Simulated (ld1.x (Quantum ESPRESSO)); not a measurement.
What the settings do to the TM potential of N (Z = 7)

Base potential:

* Element: N (Z = 7)
* Generator: ld1.x (Quantum ESPRESSO) 7.5
* Type: norm-conserving Troullier–Martins (Kleinman–Bylander form)
* Functional: LDA (PZ)
* Relativity: non-relativistic
* Frozen core: [He]
* Valence charge: 5
* Reference configuration: 2s2 2p3
* Partial waves: 2p (bound): rc 1.90 bohr; 2s (bound): rc 0.90 bohr
* Local potential: the s channel
* Core correction: a·sin(br)/r model core inside 0.40 bohr

All-electron outer shells of the reference configuration (LDA (PZ), non-relativistic, ld1.x):

| shell | level (eV) | outermost node (bohr) | outermost maximum (bohr) |
| --- | --- | --- | --- |
| 2s | -18.40 | 0.32 | 1.02 |
| 2p | -7.25 | – | 0.97 |

Cutoffs, loose and tight: the cutoffs (Ry, on a coarse ladder) from which the occupation-weighted sum of valence levels, in a spherical-Bessel basis at the reference potential, stays within 10 and 1 mRy of its value at 400 Ry. They do not see the model core or the augmentation charge, which bear on the density cutoff. Test errors are all-electron minus pseudo excitation energies from the reference, over the configurations 2s2 2p2; 2s2 2p1; 2s2 2p0; 2s1 2p4; 2s1 2p0; 2s0 2p5; 2s1 2p3 (two spin-polarised tests are not counted in the largest error). A dash means not determined; rows that change the core or the reference have their own tests.

| change | outcome | cutoff, loose | cutoff, tight | bound ghosts | largest test error (meV) |
| --- | --- | --- | --- | --- | --- |
| base | generated | 55 Ry | 140 Ry | none | +2281 |
| wave 2p (bound): rc 1.90 bohr becomes 2p (bound): rc 1.46 bohr | generated | 60 Ry | 140 Ry | none | +822 |
| wave 2p (bound): rc 1.90 bohr becomes 2p (bound): rc 1.74 bohr | generated | 55 Ry | 140 Ry | none | +1588 |
| wave 2p (bound): rc 1.90 bohr becomes 2p (bound): rc 2.06 bohr | generated | 55 Ry | 140 Ry | none | +2960 |
| wave 2p (bound): rc 1.90 bohr becomes 2p (bound): rc 2.32 bohr | generated | 55 Ry | 140 Ry | none | +4121 |
| wave 2p (bound): rc 1.90 bohr becomes 2p (bound): rc 2.88 bohr | generated | 50 Ry | 140 Ry | none | +8018 |

(1) What comes out with this change to the base: wave 2p (bound): rc 1.90 bohr becomes 2p (bound): rc 1.28 bohr?

(2) What comes out with this change to the base: wave 2p (bound): rc 1.90 bohr becomes 2p (bound): rc 2.58 bohr?

Answers

(1) outcome: generated; cutoff, loose: 70 Ry; cutoff, tight: 140 Ry; bound ghosts: none; largest test error (meV): +508.

(2) outcome: generated; cutoff, loose: 50 Ry; cutoff, tight: 140 Ry; bound ghosts: none; largest test error (meV): +6050.

Reading the sweep of the p radius (base included, trends over the rows without a ghost): The loose cutoff falls from 70 Ry at 1.28 to 50 Ry at 2.88 bohr. A larger radius leaves more room for a smooth pseudo-wave, so fewer plane waves are needed; a smaller one forces it to follow the all-electron wave where it bends sharply. The median size of the test errors (rows with all tests solved) rises from 37.0 meV at 1.28 to 242.0 meV at 2.88 bohr. More of the atom is replaced by a form fitted at one configuration, so other configurations suffer as the radius grows.
